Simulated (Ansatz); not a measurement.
Gas-phase electronic energies from Ansatz, PBE0-D4/def2-TZVP geometries. CCSD(T)/CBS is the MP2 limit (def2-TZVPP, def2-QZVPP) plus CCSD(T) − MP2 in def2-TZVPP, frozen cores. Functionals use def2-TZVPP. Elements past krypton have def2 core potentials. For Br, In outer-core shells are correlated without core-valence functions, which leaves a few kJ/mol of doubt a bond. Scalar relativity is left out up to krypton. One conformer a species, not always the lowest.

Consider the ligand exchange at the Si–C bond: `[SiH3]C[SiH2]Br` + `C[O][In]([OH])[OH]` → `C[O][In]([OH])[O][SiH3]` + `C[SiH2]Br`.

```csv
level,ΔE (kcal/mol)
B2PLYP,-24.5
r2SCAN,-23.3
HF/def2-TZVPP,-29.1
CCSD/CBS(def2),-24.5
```

Task: What does CCSD(T)/CBS give? (Estimate.)

Result: Ansatz gave: -23.9 kcal/mol. The listed levels differ from it by -0.6, 0.6, -5.2, -0.6 kcal/mol.

Largest T1 diagnostic among the species: 0.017.

In def2-TZVPP, CCSD(T) changes the Hartree–Fock value by +5.1 kcal/mol (the triples alone add +0.6 kcal/mol) and MP2 by +5.1 kcal/mol. From PBE to PBE0 (25 % exact exchange), in def2-TZVPP and without D4, ΔE moves by −1.5 kcal/mol.
